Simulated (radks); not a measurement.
Ionisation of the platinum ion Pt3+, [Xe] 4f14 5d7, to [Xe] 4f14 5d6 as the strength of local exchange is varied. All-electron calculation, Dirac Kohn-Sham, Slater X-alpha exchange (alpha = 2/3 is LDA exchange), no correlation, spin-unpolarised, spherical densities, finite nucleus; open shells fill j = l - 1/2 first; Fermi nuclear charge, rms radius 5.427 fm. Program: a radial shooting solver on a logarithmic mesh with Libxc functionals.

alpha  E(Pt3+) (hartree)  exchange (hartree)  IE (eV)  -e of the level emptied (eV)  <r> of it (bohr)
0.619        -18398.2430           -312.9742   42.460                35.725 (5d5/2)             1.533
0.637        -18407.3463           -322.2412   42.828                36.070 (5d5/2)             1.528
0.667        -18422.5291           -337.7070   43.445                36.651 (5d5/2)             1.520
0.908        -18544.9691           -462.8909   48.598                41.527 (5d5/2)             1.456
0.927        -18554.6578           -472.8313   49.019                41.927 (5d5/2)             1.451
0.975        -18579.1576           -497.9904   50.092                42.948 (5d5/2)             1.440
1.022        -18603.1792           -522.6895   51.157                43.962 (5d5/2)             1.429
1.024        -18604.2021           -523.7419   51.203                44.005 (5d5/2)             1.428

NIST Atomic Spectra Database: 43 +/- 1.7 eV (theoretical). The Delta-SCF value meets it near alpha = 0.65. Spin polarisation and multiplet splitting are left out, so open shells lie too high by an amount that depends on their filling.

Beside tabulated values, note that spin-unpolarised runs miss the spin-polarisation part of the exchange energy of open shells.
